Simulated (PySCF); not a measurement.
C₂H₉NSi₃, SMILES [SiH3]C#C[SiH2]N[SiH3]. Atoms are numbered in the order given.

```xyz
15

Si     3.4505    -1.1958     0.7374
C      1.9714    -0.3103     0.1010
C      0.9749     0.2840    -0.3310
Si    -0.5400     1.1548    -0.9358
N     -1.9082     0.9793     0.1388
Si    -3.0931    -0.3186     0.1667
H      3.0501    -2.5546     1.2385
H      4.4592    -1.3500    -0.3655
H      4.0635    -0.4133     1.8645
H     -0.9177     0.5634    -2.2613
H     -0.1946     2.6108    -1.0663
H     -1.8797     1.5713     0.9763
H     -2.7859    -1.4044     1.1681
H     -3.1073    -0.9223    -1.2085
H     -4.4514     0.2361     0.5054
```

Geometry optimised at PBE-D3(BJ)/def2-SVP. This is a generated structure with no PubChem entry under its InChIKey; it may be hypothetical. One conformer was computed; it need not be the lowest.

All values below come from SMD-B3LYP/6-31G* (PySCF).

Solvation free energies are E(SMD) − E(gas) at the gas-phase geometry, for 1 M in both phases. In vacuum the dipole moment is 0.96 D.

### Question
Estimate the solvation free energies in water, 2-propanol, acetone. (The exact figures need the calculation; the answer reports its results.)

### Answer

```json
[
 {"solvent": "water", "ΔG(solv) (kcal/mol)": "3.7", "its non-electrostatic (CDS) part": "7.1", "dipole (D)": "1.30"},
 {"solvent": "2-propanol", "ΔG(solv) (kcal/mol)": "-1.6", "its non-electrostatic (CDS) part": "1.6", "dipole (D)": "1.27"},
 {"solvent": "acetone", "ΔG(solv) (kcal/mol)": "-1.7", "its non-electrostatic (CDS) part": "1.5", "dipole (D)": "1.27"}
]
```
